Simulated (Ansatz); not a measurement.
Sn12O20H17³⁺ (relaxed from a model of [(RSn)12O14(OH)6]2+, R = H, whose bonding it doesn't keep). Charge 3, multiplicity 1. Geometry r2SCAN-D4/def2-SVP; atoms count from 1.

```xyz
49

Sn   -2.7539    1.9669    0.7166
Sn   -2.8994   -1.3157    1.4358
Sn   -2.9402   -0.3553   -1.7876
Sn    0.3719   -1.7498    1.5949
Sn    0.1027   -0.8482   -3.0994
Sn    0.4120    3.0076    1.0585
Sn   -0.1879    2.2932   -2.1126
Sn   -0.1137    0.7840    3.3883
Sn   -0.4412   -3.2991   -1.0148
Sn    2.7365   -2.2309   -0.5320
Sn    2.9048    1.3450   -1.4635
Sn    2.9277    0.1524    2.0380
O    -2.0619    0.0703    0.0882
O    -1.1243    2.7993   -0.3685
O    -1.1285    2.1001    2.1473
O    -1.1541   -0.7909    2.5888
O    -1.2953   -2.5502    0.6917
O    -1.2953    0.6680   -2.6669
O    -1.4485   -1.8875   -2.1528
O     1.3824   -0.8338    3.1034
O     1.1883   -3.2528    0.4949
O     1.2705    0.8005   -2.5901
O     1.1170   -2.2331   -1.9257
O     1.4104    2.5435   -0.7104
O     1.4292    1.6576    2.2699
O     1.6819   -0.5594    0.3936
O    -3.7599    0.5446    1.9623
O    -3.7436    1.5200   -1.1311
O    -3.9348   -1.6299   -0.3829
O     3.5843   -0.6249   -1.6536
O     3.7587   -1.6788    1.2771
O     3.7414    1.3298    0.4545
H    -4.4953    0.7158    2.5732
H    -4.4796    2.0109   -1.5316
H    -4.7259   -2.1710   -0.5390
H     4.3872   -0.7859   -2.1790
H     4.5204   -2.1495    1.6571
H     4.5918    1.7828    0.5893
H    -3.6198    3.3566    1.1585
H    -3.6810   -2.3870    2.4873
H    -3.9389   -0.6222   -3.1320
H     0.2836   -1.1761   -4.7470
H     0.7476    4.6066    1.4888
H    -0.1944    3.5325   -3.2613
H    -0.2493    1.1070    5.0367
H    -0.7314   -4.9028   -1.4439
H     3.7678   -3.4557   -1.0921
H     3.9923    2.2580   -2.3909
H     4.0881    0.5375    3.2138
```

In the def2 sets Sn takes a core potential; there is no spin–orbit coupling. Single mean-field runs in def2-SVP are fitted with def2-universal-jkfit.

Question: Estimate the Mulliken populations of the heavy atoms from the PBE0/def2-SVP orbitals of Ansatz.

Answer: 
```csv
atom,charge (e)
Sn1,1.25
Sn2,1.27
Sn3,1.25
Sn4,1.32
Sn5,1.20
Sn6,1.20
Sn7,1.21
Sn8,1.22
Sn9,1.22
Sn10,1.23
Sn11,1.23
Sn12,1.23
O13,-0.78
O14,-0.76
O15,-0.76
O16,-0.74
O17,-0.74
O18,-0.76
O19,-0.76
O20,-0.68
O21,-0.68
O22,-0.77
O23,-0.76
O24,-0.77
O25,-0.76
O26,-0.78
O27,-0.56
O28,-0.56
O29,-0.56
O30,-0.56
O31,-0.55
O32,-0.56
```
Mulliken values depend strongly on the basis.

Question: And the Mayer bond orders between heavy atoms (over 0.3, the first 40 of 54)?

Answer: Sn1–O13 0.53 (2.11 Å); Sn1–O14 0.50 (2.13 Å); Sn1–O15 0.50 (2.17 Å); Sn1–O27 0.50 (2.14 Å); Sn1–O28 0.51 (2.14 Å); Sn2–O13 0.53 (2.11 Å); Sn2–O16 0.45 (2.16 Å); Sn2–O17 0.45 (2.16 Å); Sn2–O27 0.53 (2.12 Å); Sn2–O29 0.53 (2.12 Å); Sn3–O13 0.53 (2.11 Å); Sn3–O18 0.50 (2.13 Å); Sn3–O19 0.50 (2.17 Å); Sn3–O28 0.51 (2.14 Å); Sn3–O29 0.50 (2.14 Å); Sn4–O16 0.64 (2.06 Å); Sn4–O17 0.64 (2.06 Å); Sn4–O20 0.74 (2.03 Å); Sn4–O21 0.74 (2.03 Å); Sn4–O26 0.59 (2.14 Å); Sn5–O18 0.59 (2.11 Å); Sn5–O19 0.62 (2.09 Å); Sn5–O22 0.59 (2.08 Å); Sn5–O23 0.62 (2.08 Å); Sn6–O14 0.59 (2.11 Å); Sn6–O15 0.62 (2.09 Å); Sn6–O24 0.59 (2.08 Å); Sn6–O25 0.62 (2.08 Å); Sn7–O14 0.67 (2.04 Å); Sn7–O18 0.67 (2.04 Å); Sn7–O22 0.54 (2.14 Å); Sn7–O24 0.54 (2.14 Å); Sn8–O15 0.64 (2.07 Å); Sn8–O16 0.63 (2.05 Å); Sn8–O20 0.49 (2.22 Å); Sn8–O25 0.60 (2.10 Å); Sn9–O17 0.63 (2.05 Å); Sn9–O19 0.64 (2.07 Å); Sn9–O21 0.49 (2.22 Å); Sn9–O23 0.60 (2.10 Å).
